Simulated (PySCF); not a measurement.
## Shapes and spin states of TiBr2

Level of theory: PBE0/[Ti def2-TZVP, Br def2-TZVP], no relativity, density fitting, PySCF.

Relaxations began from a few typed shapes and spin states; open shells are unrestricted. The search is not exhaustive: other isomers or separated fragments can lie lower, and high-lying points may rest on an excited occupation.

Order these stationary points by electronic energy, lowest first, in kJ/mol from the lowest minimum.
A. triplet D∞h: Ti–Br 2.390 Å (×2); Br–Ti–Br 180.0°
B. singlet (closed shell, unstable to spin polarisation) D∞h: Ti–Br 2.415 Å (×2); Br–Ti–Br 180.0°

A (0.0), B (137.8).

Which of them are minima?

By energy in kJ/mol, 0.0: not settled, its softest mode being under 30 cm⁻¹; 137.8: minimum of the closed-shell surface only.

Formally Ti is in oxidation state +2, d2, with 2 unpaired electrons (the high-spin count). The Mulliken spin on Ti is 2.12. The polar-tensor charge on Ti, 1.26, is below the formal one.

For the lowest minimum: open d and f shells are described by one determinant, and the ground state may have another occupation or spin.
